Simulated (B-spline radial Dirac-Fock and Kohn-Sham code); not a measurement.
# Photoionisation of cobalt ions at Ag Kα (22162.9 eV)

Level of theory: a relativistic central-field model (Hartree-Slater potential of the initial state, Latter tail, multipole expansion of the photon field, Dirac-Fock thresholds); a radial finite-basis atomic code. Cross sections in kb; a dash marks an empty subshell or a threshold above the photon energy.

```
  ion  configuration  total     2s    2p1/2    3p3/2     3d3/2       4s
   Co   [Ar] 3d7 4s2  2.016  0.144   0.0151  0.00364  1.99e-05  0.00147
  Co⁺       [Ar] 3d8  2.014  0.144   0.0151  0.00356  2.09e-05        –
 Co⁴⁺       [Ar] 3d5  2.016  0.144   0.0151  0.00389  1.81e-05        –
 Co⁵⁺       [Ar] 3d4  2.017  0.144   0.0151  0.00405  1.61e-05        –
Co²¹⁺   [He] 2s2 2p2  2.004  0.168  0.00620        –         –        –
```

Values without a named source are computed, but for edge energies of neutral atoms, which are taken from tables.
